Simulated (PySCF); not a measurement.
# Hf(IV) with different ligands

Computed with PySCF 2.14.0, PBE0, def2-SVP on the ligands, density fitting, scalar-relativistic core potentials, no spin-orbit coupling, vacuum. The metal has def2-SVP with ECP60. Each complex is relaxed within the symmetry of a template of the same shape. Distances are means of the shortest metal–ligand contacts, charges and spins Mulliken's; removal energies are rigid, with the ligand's formal charge and no counterpoise, so too large; for an anion taken off a cation in vacuum most of it is the attraction of opposite charges, and multiply charged cations can part far more cheaply with an electron moved from ligand to metal.

| complex | point group | M–first ligand (Å) | charge on M (e) | HOMO–LUMO gap (eV) | removal of one first-named ligand (eV) | strongest infrared band, degenerate modes summed (cm⁻¹) | unstable modes (below −25 cm⁻¹) |
| --- | --- | --- | --- | --- | --- | --- | --- |
| [HfH3(NH3)]+ | C3v | 1.809 | 1.30 | 6.14 | 16.12 | 1848 | 0 |
| [HfCl3(H2O)]+ | Cs | 2.290 | 1.03 | 6.81 | 15.33 | 3736 | 0 |
| [Hf(OH)3(NH3)]+ | C1, nearly C3v | 1.900 | 1.28 | 8.50 | 17.77 | – | not given |

**Question.** A further member has point group C3v, M–first ligand (Å) 1.878, charge on M (e) 1.54, HOMO–LUMO gap (eV) 10.24, removal of one first-named ligand (eV) 18.44, strongest infrared band, degenerate modes summed (cm⁻¹) 726, unstable modes (below −25 cm⁻¹) 0. Which complex is it?

**Answer.** [HfF3(NH3)]+. The answer isn't unique; the calculation gave this one.

Moved off a saddle point of the template and relaxed again: [HfH3(NH3)]+. One start shape was tried for each, so a minimum needn't be the lowest isomer.
